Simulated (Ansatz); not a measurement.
Basis-set extrapolation for `O=C([SiH3])C(F)F` (PBE0-D4/def2-TZVP geometry, frozen core, the Gaussian-basis code of Ansatz). Multiplicity 1, RHF reference.

|  | def2-TZVPP | def2-QZVPP |
| --- | --- | --- |
| HF | -640.872434 | -640.896757 |
| MP2 correlation | -1.160755 | -1.257683 |
| CCSD(T) correlation | -1.236220 | not run |

Energies in hartree. Use E(X) = E(∞) + A·exp(−7.88·√X) for Hartree–Fock and E(X) = E(∞) + B·X^(−2.97) for correlation, with X = 3 and 4, and add CCSD(T) minus MP2 of the smaller set to the MP2 limit.

Problem. What is the CCSD(T) energy at the basis-set limit?

Solution. HF limit: -640.896757 + (-0.024323) × 0.13774 = -640.90011. MP2 limit: -1.257683 + (-0.096928) × 0.74074 = -1.32948. Higher-order term: -1.236220 − (-1.160755) = -0.07547. Total: -642.30506 hartree, 5.34 eV below CCSD(T)/def2-TZVPP.
